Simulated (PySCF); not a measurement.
S²⁺ (sulfur, charge +2) across methods

[Ne] 3s1 3p2 4s1, high-spin 5P determinant (an excited configuration). Computed with PySCF 2.14 in aug-cc-pCVQZ-DK (10s9p7d5f3g, 134 functions), with the spin-free X2C one-electron Hamiltonian (Gaussian nucleus).

```tsv
method	E (hartree)	mean ε 3s α (eV)	mean ε 3p α (eV)	mean ε 4s α (eV)	Σ⟨r²⟩ (bohr²)	⟨S²⟩
PBE0	-396.8700	-49.080	-36.393	-15.244	26.74	6.000
PBE	-396.8392	-46.595	-34.659	-14.677	26.59	6.000
r2SCAN	-396.9848	-47.558	-35.254	-14.640	26.94	6.000
UHF	-396.51238	-55.978	-41.079	-16.606	27.50	6.000
LDA	-395.6033	-46.488	-34.556	-14.818	26.44	6.000
```

The outer electron is Rydberg-like, and this basis confines it to a smaller radius and binds it less than a complete one would.
